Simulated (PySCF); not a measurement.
**Cl+ (chlorine, charge +1): UHF calculation**

Configuration: [Ne] 3s2 3p3 4s1, high-spin 5S determinant (an excited configuration). All numbers are calculated (PySCF 2.14, no relativity, point nucleus, in aug-cc-pwCVQZ).

```
Total energy                                     : -458.592519 hartree
One-electron energy                              : -623.0579 hartree
Hartree (Coulomb) energy                         : 191.5234 hartree
Exchange energy                                  : -27.0580 hartree
Kinetic energy                                   : 458.60366 hartree
⟨S²⟩                                             : 6.0005
⟨L²⟩                                             : 0.000
Sum of ⟨r⟩                                       : 15.42 bohr
Sum of ⟨r²⟩                                      : 34.89 bohr²
Density at the nucleus (Gaussians lack the cusp) : 3190 bohr⁻³
Spin density at the nucleus                      : 1.79 bohr⁻³
Langevin diamagnetic susceptibility              : -27.6 ×10⁻⁶ cm³/mol
```

| shell | electrons | mean orbital energy (hartree) | rms radius, mean of both spins (bohr) |
| --- | --- | --- | --- |
| 1s α | 1 | -105.66989 | 0.106 |
| 1s β | 1 | -105.62326 | 0.106 |
| 2s α | 1 | -11.37312 | 0.480 |
| 2s β | 1 | -11.32727 | 0.480 |
| 2p α | 3 | -8.84827 | 0.451 |
| 2p β | 3 | -8.77050 | 0.451 |
| 3s α | 1 | -1.86066 | 1.57 |
| 3s β | 1 | -1.44796 | 1.57 |
| 3p α | 3 | -1.20058 | 1.74 |
| 4s α | 1 | -0.36694 | 4.38 |

The outer electron is Rydberg-like, and this basis confines it to a smaller radius and binds it less than a complete one would.

Spin-orbit constants ζ (cm⁻¹) from the X2C one-electron operator on these orbitals (non-relativistic here): bare nucleus, nucleus screened by l(l+1)(2l+1)/3 electrons, and screened by the Breit-Pauli mean field of the electrons.

| shell | bare | screened nucleus | mean field |
| --- | --- | --- | --- |
| 2p | 9898 | 8733 | 8203 |
| 3p | 855.2 | 754.6 | 700.3 |
